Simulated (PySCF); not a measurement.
SMILES C#C[SiH2]C#N, PBE/def2-SVP optimised geometry. Atoms within 1.6 Å of the plane z = 0.0 Å (x, y, z in Å): C2 (1.89, -1.76, -1.37), Si3 (1.30, -0.71, 0.00), C4 (-0.57, -0.71, 0.00), N5 (-1.74, -0.70, 0.01), H7 (1.74, 0.71, -0.18), H8 (1.74, -1.25, 1.32).

Method: PySCF 2.14.0 with PBE/def2-TZVP. Cells within 0.4 Å of a nucleus heavier than hydrogen are left out (blank, or x).

Map of the Laplacian of the electron density (e/bohr⁵), clipped to [-1.50, 1.50] on the plane z = 0.0 Å:

```
|5555555555555555555555555|
|5555555555555555555555555|
|5555555555555555555555555|
|5555555555555555555555555|
|5555555555555555555555555|
|5555555555555555555555555|
|5555555555555555555555555|
|5555555555555555555555555|
|5555555555555555555555555|
|5555555555555555545555555|
|5555555555555555404555555|
|5555555555555555434555555|
|5555555555555555644555555|
|5555550x33x44469x95555555|
|555554xx01xx249xxx7555555|
|555555xx12xx3479x95555555|
|5555555555555557965555555|
|5555555555555555555555555|
|5555555555555555555555555|
|5555555555555555555555555|
|5555555555555555555555555|
|5555555555555555555555555|
|5555555555555555555555555|
|5555555555555555555555555|
|5555555555555555555555555|
```
Scale: ten equal steps from -1.50 (start of '0') to 1.50 (end of '9'), in the order '0123456789'; x runs from -4.00 to 4.00, y from -4.00 (bottom) to 4.00 (top).
